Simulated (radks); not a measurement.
These are the eigenvalues of the occupied orbitals of an atom or ion with whole-number occupations (eV). Calculated with a radial shooting solver on a logarithmic mesh with Libxc functionals: scalar-relativistic Kohn-Sham, PBEsol, spin-polarised, spherical densities, finite nucleus; Fermi nuclear charge, rms radius of each element as measured or else 0.836 A^(1/3) + 0.57 fm.

orbital  eigenvalue
1s up     -8211.476
1s down   -8211.426
2s up     -988.3942
2s down   -987.2583
2p up     -851.5934
2p down   -850.7253
3s up     -119.0414
3s down   -116.7834
3p up      -79.5255
3p down    -77.2870
3d up      -17.1020
3d down    -14.8616
4s up      -12.1185
4f up       -0.4666

Which element is it, and in what charge state? The configuration may be excited. Open shells, if any, are filled with parallel spins first.

Answer. Z = 28, nickel, charge 0: Ni in [Ar] 3d8 4s1 4f1. The list shows which subshells hold electrons but not how many an open one holds; the 1s level, -301.77 hartree, gives Z - s = 24.6 by -(Z - s)^2/2, which with screening and relativity narrows Z to a few neighbours, and the depths of the outer levels then fix element, charge and occupations together.
